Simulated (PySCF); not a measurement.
Task: Give a PBE0-D3(BJ)/def2-SVP geometry of `CC(=O)[SiH]1N[SiH2]N[SiH2]N1`.

Result: 
Z-matrix in Å and degrees, rows numbered from 1:
```
C 
C   1  1.5044
O   2  1.2150  1  121.56
Si  2  1.9398  1  121.85  3  -179.36
N   4  1.7284  2  102.25  1   172.41
Si  5  1.7299  4  125.19  2  -158.00
N   6  1.7432  5  104.20  4    10.67
Si  7  1.7402  6  128.59  5    36.83
N   8  1.7426  7  105.98  6   -44.13
H   1  1.0993  2  110.47  3    -2.88
H   1  1.1023  2  110.16  3  -124.93
H   1  1.1032  2  109.57  3   117.83
H   4  1.4969  2  108.90  1   -67.59
H   5  1.0209  4  111.29  2     4.02
H   6  1.4969  5  115.88  4  -105.28
H   6  1.4972  5  108.41  4   133.95
H   7  1.0153  6  116.17  5  -140.07
H   8  1.4977  7  113.93  6    76.31
H   8  1.4976  7  107.06  6  -165.32
H   9  1.0156  4  118.65  2   -33.51
```

N5 (nitrogen bridging silicon atoms) is almost planar (angles 125.2°, 121.0° and 111.3°, sum 357.5°, 0.13 Å off the plane of its three neighbours). The 6-membered ring Si4–N5–Si6–N7–Si8–N9 has internal angles of 104.2° to 128.6°; it is puckered, 0.23 Å rms from its mean plane, widest ring torsion 44°. Si4 (SiH silicon) is distorted tetrahedral (angles from 102.2° to 113.2°). Si6 (SiH2 silicon) is distorted tetrahedral (angles from 104.2° to 115.9°).

Method: PySCF, PBE0-D3(BJ)/def2-SVP geometry optimisation, gas phase.

Point group: C1 (no symmetry element, even within 0.4 Å). Stationary, but not proved a minimum. The numbers are those of one conformer (C1–C2–Si4–N5 172°, C2–Si4–N5–Si6 -158°, Si4–N5–Si6–N7 11°, N5–Si6–N7–Si8 37°, Si6–N7–Si8–N9 -44°).
